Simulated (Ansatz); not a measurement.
Species: C2H2N2O, SMILES `N#COC=N` (charge 0, multiplicity 1).

Task: Give a relaxed geometry from Ansatz (a quantum-chemistry and plane-wave program) with PBE-D3(BJ)/def2-TZVP.

Result: One answer among several that fit: the end point of this relaxation, one of several conformers (outside a Z-matrix the atoms follow the SMILES, hydrogens last).
Bonded distances (Å): N1–C2 1.166, C2–O3 1.308, O3–C4 1.406, C4–N5 1.253, C4–H6 1.096, N5–H7 1.024. Bond angles (°): N1–C2–O3 174.3, C2–O3–C4 117.3, O3–C4–N5 121.1, O3–C4–H6 107.0, N5–C4–H6 131.9, C4–N5–H7 111.9.
